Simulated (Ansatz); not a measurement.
Species: H₃FSi₃, SMILES `F[SiH]1[SiH]=[SiH]1` (charge 0, multiplicity 1).

### Question
Give a relaxed geometry from r2SCAN-D4/def2-TZVP (Ansatz, a first-principles code).

### Answer
the end point of this relaxation (outside a Z-matrix the atoms follow the SMILES, hydrogens last).
Bonded distances (Å): F1–Si2 1.608, Si2–Si3 2.266, Si2–Si4 2.266, Si2–H5 1.484, Si3–Si4 2.128, Si3–H6 1.492, Si4–H7 1.492. Bond angles (°): F1–Si2–Si3 121.9, F1–Si2–Si4 121.9, F1–Si2–H5 102.8, Si3–Si2–Si4 56.0, Si3–Si2–H5 124.9, Si4–Si2–H5 124.9, Si2–Si3–Si4 62.0, Si2–Si3–H6 149.7, Si4–Si3–H6 148.2, Si2–Si4–Si3 62.0, Si2–Si4–H7 149.7, Si3–Si4–H7 148.2.
